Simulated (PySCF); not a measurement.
Input for PySCF: R-B3LYP/6-31G* on H2OSi (SMILES O=[SiH2]), a point of a bond scan (R = 1.671 Å).

```python
from pyscf import gto, scf, dft, mp
from pyscf.data.elements import chemcore

mol = gto.M(
    atom='''
    O     1.14109240   -0.46302709   -0.07895451
    Si   -0.40448259    0.16412904    0.02798698
    H    -1.61806760   -0.53589800   -0.45149398
    H    -0.72386075    1.48619463    0.61353677
    ''',
    basis='6-31g*',
    cart=True,
    charge=0, spin=0, verbose=3, max_memory=1800)
mf = dft.RKS(mol, xc='b3lyp')
mf.conv_tol = 1e-8
mf.max_cycle = 100
mf.kernel()
if not mf.converged:
    mf = mf.newton().run(mf.mo_coeff, mf.mo_occ)
```

**Question.** Give the final energy of this run.

**Answer.** -365.8822 hartree.
